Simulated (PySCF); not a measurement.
Multinuclear NMR of C5H5ClF4O2

Molfile (atoms numbered from 1):
```
C5H5ClF4O2
     RDKit          3D

 17 16  0  0  0  0  0  0  0  0999 V2000
   -1.8078   -1.1746   -0.2232 C   0  0  0  0  0  0  0  0  0  0  0  0
   -0.4602   -0.7809   -0.4188 O   0  0  0  0  0  0  0  0  0  0  0  0
   -0.0249    0.2885    0.3600 C   0  0  1  0  0  0  0  0  0  0  0  0
    1.5170    0.3155    0.2921 C   0  0  2  0  0  0  0  0  0  0  0  0
    1.9376    0.6735   -0.9490 F   0  0  0  0  0  0  0  0  0  0  0  0
    2.0060   -1.0790    0.6847 C   0  0  0  0  0  0  0  0  0  0  0  0
    1.7988   -1.5634    1.7496 O   0  0  0  0  0  0  0  0  0  0  0  0
    2.8692   -1.8909   -0.5634 Cl  0  0  0  0  0  0  0  0  0  0  0  0
   -0.6042    1.6419   -0.1178 C   0  0  0  0  0  0  0  0  0  0  0  0
    0.0877    2.6713    0.3907 F   0  0  0  0  0  0  0  0  0  0  0  0
   -0.6165    1.7708   -1.4373 F   0  0  0  0  0  0  0  0  0  0  0  0
   -1.8698    1.8004    0.3048 F   0  0  0  0  0  0  0  0  0  0  0  0
   -1.9164   -2.1056   -0.7742 H   0  0  0  0  0  0  0  0  0  0  0  0
   -2.0100   -1.3462    0.8385 H   0  0  0  0  0  0  0  0  0  0  0  0
   -2.5101   -0.4353   -0.6154 H   0  0  0  0  0  0  0  0  0  0  0  0
   -0.3221    0.1719    1.4172 H   0  0  0  0  0  0  0  0  0  0  0  0
    1.9187    1.0543    1.0002 H   0  0  0  0  0  0  0  0  0  0  0  0
  1  2  1  0
  2  3  1  0
  3  4  1  0
  4  5  1  0
  4  6  1  0
  6  7  2  0
  6  8  1  0
  3  9  1  0
  9 10  1  0
  9 11  1  0
  9 12  1  0
  1 13  1  0
  1 14  1  0
  1 15  1  0
  3 16  1  1
  4 17  1  1
M  END
```

One computed conformer, no relativistic terms, rapidly exchanging positions averaged, no solvent. PBE0/pcSseg-1 with gauge-including orbitals; GFN2-xTB structure; PySCF 2.14.

Question: What are the 19F shifts?

Answer: 
```csv
atoms,environment,σ (ppm),δ (ppm)
F10/F11/F12,fluorine of a CF3 group,253.9,-68.4
F5,fluorine on an sp3 carbon,386.4,-188.0
```

Shieldings were converted by a linear fit to measured shifts: 19F: δ = 146.13 − 0.903σ +14.6 on sp3 carbon (rms 6.0 ppm, 223 shifts, 7.0 ppm with the 5 outliers that the fit left out vs CFCl3, solution or neat liquid). Occasional misses reach two or three times the rms, and more in compound classes unlike the fitted ones.

On a 600 MHz spectrometer 19F resonates near 564.6 MHz, so 1 ppm is 564.6 Hz.

Question: Predict the 17O NMR data.

Answer: 
```json
{"atoms": "O7", "environment": "carbonyl oxygen", "σ (ppm)": "-249.2", "δ (ppm)": "493.7"}
{"atoms": "O2", "environment": "ether oxygen", "σ (ppm)": "310.7", "δ (ppm)": "-16.3"}
```

Shieldings were converted by a linear fit to measured shifts: 17O (scatter 10.7 ppm rms, 12.2 ppm with the 3 outliers that the fit left out vs liquid water, solution or neat liquid). A few per cent of atoms miss by over 2 rms, more outside the fitted compound classes.

On a 300 MHz spectrometer 17O resonates near 40.7 MHz, so 1 ppm is 40.7 Hz.
